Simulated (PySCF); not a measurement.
**Exercise with solution: oscillator strength and radiative lifetime**

Sn(H)(F)2(OMe) (CH4F2OSn), SMILES C[O][SnH]([F])[F].

Coordinates come from a B3LYP-D3(BJ)/def2-SVP optimisation. The structure was generated by enumeration; whether it is a known compound was not checked. The def2 effective core potentials stand for the cores of Sn; spin–orbit coupling is left out. Other conformers were not sampled.

TDA-PBE/def2-SVPD run with PySCF puts the first singlet state with f over 0.02 at 5.10 eV (vertical), with the transition dipole (0.653, -0.081, 0.000) in atomic units.

Q: Find the oscillator strength, the wavelength and the radiative lifetime that this transition would have in vacuum if emission retraced absorption.

A: 
|μ|² = 0.4330 au, so |μ| = 1.67 D. ΔE = 5.10/27.211 = 0.1874 hartree. f = (2/3) ΔE |μ|² = 0.054 (the program prints 0.054).
λ = 1239.84/5.10 = 243 nm; ν = 41134 cm⁻¹.
Einstein's coefficient A = 0.6670 ν² f s⁻¹ (ν in cm⁻¹) = 6.1e7 s⁻¹, so τ = 1/A = 16 ns. This state is S2; the lower singlet has f = 0.004. The figure is the radiative limit of this one transition; relaxation, internal conversion, crossing to triplets and a medium change what is measured.
